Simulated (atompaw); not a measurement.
## Varying the PAW (atompaw) potential for P

Base potential:

atompaw 4.2.0.5 input, output lines left out:

```
P 15
LDA-PW scalarrelativistic loggrid 1500 logderivrange -4 5 226
3 3 0 0 0 0
3 1 1
0 0 0
c
c
v
c
v
2
1.90 1.85 1.40 1.70
y
-0.45
n
y
1.5
n
y
0.05
y
0.7
n
custom polynom vanderbiltortho besselshape
bessel
1.90
1.85
1.90
1.90
1.90
1.90
```

All-electron outer shells of the reference configuration (LDA (PW92), scalar-relativistic, ld1.x):

```json
{"shell": "3s", "level (eV)": "-34.01", "outermost node (bohr)": "0.65", "outermost maximum (bohr)": "1.50"}
{"shell": "3p", "level (eV)": "-24.39", "outermost node (bohr)": "0.63", "outermost maximum (bohr)": "1.68"}
```

Cutoffs, loose and tight: the cutoffs (Ry, on a coarse ladder) from which the occupation-weighted sum of valence levels, in a spherical-Bessel basis at the reference potential, stays within 10 and 1 mRy of its value at 400 Ry. They see the waves, projectors and local potential, not the compensation charge or the core. A dash means not determined.

| change | outcome | cutoff, loose | cutoff, tight | bound ghosts |
| --- | --- | --- | --- | --- |
| base | generated | 12 Ry | 18 Ry | none |
| augmentation besselshape compensation charge, radius 1.85 bohr; PAW radius 1.90 bohr; waves and projectors: custom polynom2 7 10 vanderbiltortho | generated | 10 Ry | 15 Ry | none |
| all radii scaled by about 1.09 (s 2.08, p 2.08, d 2.08 bohr); local potential bessel scheme, radius 1.52 bohr; augmentation besselshape compensation charge, radius 2.02 bohr; PAW radius 2.08 bohr; waves and projectors: custom polynom vanderbiltortho; core correction smooth core density matched at 1.86 bohr | generated | 10 Ry | 15 Ry | none |
| augmentation besselshape compensation charge, radius 1.54 bohr; PAW radius 1.90 bohr; waves and projectors: custom polynom vanderbiltortho | generated, no UPF (negative core plus compensation charge) | 12 Ry | 18 Ry | none |
| core correction smooth core density matched at 1.66 bohr | generated | 12 Ry | 18 Ry | none |
| augmentation sinc compensation charge, radius 1.85 bohr; PAW radius 1.90 bohr; waves and projectors: custom polynom vanderbiltortho | generated | 12 Ry | 18 Ry | none |
| local potential troulliermartins scheme with l = 3 at 0 Ry, radius 1.40 bohr | generated | 10 Ry | 18 Ry | none |
| reference 3s2 3p2 | generated | 12 Ry | 18 Ry | none |
| wave 3d channel at 0.7 Ry: rc 1.90 bohr becomes 3d channel at 8.7 Ry: rc 1.90 bohr | generated | 12 Ry | 18 Ry | none |
| local potential bessel scheme, radius 0.90 bohr | generated | 10 Ry | 18 Ry | none |
